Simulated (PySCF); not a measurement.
F$_{3}$Si (SMILES F[Si](F)F), doublet, at a GFN2-xTB geometry; TPSS/6-31G** in PySCF.

Input for PySCF:
```python
from pyscf import gto, scf, dft

mol = gto.M(
    atom='''
Si    0.25525364    0.24331611    0.24315598
F    -0.69074141   -0.73372896    1.06805322
F    -0.73927609    1.06837931   -0.68429241
F     1.03295628   -0.71314208   -0.76200346
''',
    basis='6-31g**',
    spin=1,
    verbose=4,
)

mf = dft.UKS(mol)
mf.xc = 'tpss'
mf.init_guess = 'vsap'
mf.kernel()
```

Question: Predict the main parts of the log of this PySCF run.

Answer: 
```
PySCF version 2.14.0

[INPUT] verbose = 4
[INPUT] num. atoms = 4
[INPUT] num. electrons = 41
[INPUT] charge = 0
[INPUT] spin (= nelec alpha-beta = 2S) = 1
[INPUT] symmetry False subgroup None
[INPUT] Mole.unit = angstrom
[INPUT] Symbol           X                Y                Z      unit          X                Y                Z       unit  Magmom
[INPUT]  1 Si     0.255253640000   0.243316110000   0.243155980000 AA    0.482359471898   0.459800809595   0.459498207750 Bohr   0.0
[INPUT]  2 F     -0.690741410000  -0.733728960000   1.068053220000 AA   -1.305312087796  -1.386546784062   2.018328072260 Bohr   0.0
[INPUT]  3 F     -0.739276090000   1.068379310000  -0.684292410000 AA   -1.397029340539   2.018944293052  -1.293125244019 Bohr   0.0
[INPUT]  4 F      1.032956280000  -0.713142080000  -0.762003460000 AA    1.952004467850  -1.347643219103  -1.439977845371 Bohr   0.0

nuclear repulsion = 176.905352956972
number of shells = 26
number of NR pGTOs = 132
number of NR cGTOs = 60
basis = 6-31g**
ecp = {}

******** <class 'pyscf.dft.uks.UKS'> ********
method = UKS
initial guess = vsap
damping factor = 0
level_shift factor = 0
DIIS = <class 'pyscf.scf.diis.CDIIS'>
diis_start_cycle = 1
diis_space = 8
diis_damp = 0
SCF conv_tol = 1e-09
SCF conv_tol_grad = None
SCF max_cycles = 50
direct_scf = True
direct_scf_tol = 1e-13
number electrons alpha = 21  beta = 20
XC library pyscf.dft.libxc version 7.1.2
    S. Lehtola, C. Steigemann, M. J. T. Oliveira, and M. A. L. Marques,  SoftwareX 7, 1–5 (2018)
XC functionals = tpss
    J. Tao, J. P. Perdew, V. N. Staroverov, and G. E. Scuseria,  Phys. Rev. Lett. 91, 146401 (2003)
    J. P. Perdew, J. Tao, V. N. Staroverov, and G. E. Scuseria,  J. Chem. Phys. 120, 6898 (2004)
    J. Tao, J. P. Perdew, V. N. Staroverov, and G. E. Scuseria,  Phys. Rev. Lett. 91, 146401 (2003)
    J. P. Perdew, J. Tao, V. N. Staroverov, and G. E. Scuseria,  J. Chem. Phys. 120, 6898 (2004)
radial grids:
    Treutler-Ahlrichs [JCP 102, 346 (1995); DOI:10.1063/1.469408] (M4) radial grids

becke partition: Becke, JCP 88, 2547 (1988); DOI:10.1063/1.454033
pruning grids: <function nwchem_prune>
grids dens level: 3
symmetrized grids: False
atomic radii adjust function: <function treutler_atomic_radii_adjust>
small_rho_cutoff = 0
Set gradient conv threshold to 3.16228e-05
tot grids = 61968

init E= -588.993672905428
cycle= 1 E= -588.88824091628  delta_E= 0.105  |g|= 0.869  |ddm|= 1.12
cycle= 2 E= -588.556575307121  delta_E= 0.332  |g|= 1.34  |ddm|= 1.24
cycle= 3 E= -589.146313563  delta_E= -0.59  |g|= 0.0594  |ddm|= 0.762
cycle= 4 E= -589.147919154742  delta_E= -0.00161  |g|= 0.014  |ddm|= 0.0692
cycle= 5 E= -589.148001407065  delta_E= -8.23e-05  |g|= 0.00189  |ddm|= 0.0151
cycle= 6 E= -589.148003325656  delta_E= -1.92e-06  |g|= 0.000656  |ddm|= 0.00309
cycle= 7 E= -589.148003543544  delta_E= -2.18e-07  |g|= 7.73e-05  |ddm|= 0.000823
cycle= 8 E= -589.148003545838  delta_E= -2.29e-09  |g|= 1.26e-05  |ddm|= 5.86e-05
cycle= 9 E= -589.148003545846  delta_E= -7.96e-12  |g|= 1.48e-05  |ddm|= 1.77e-05
Extra cycle  E= -589.148003545616  delta_E= 2.29e-10  |g|= 3.03e-05  |ddm|= 2.68e-05
converged SCF energy = -589.148003545616  <S^2> = 0.75121307  2S+1 = 2.0012127
```
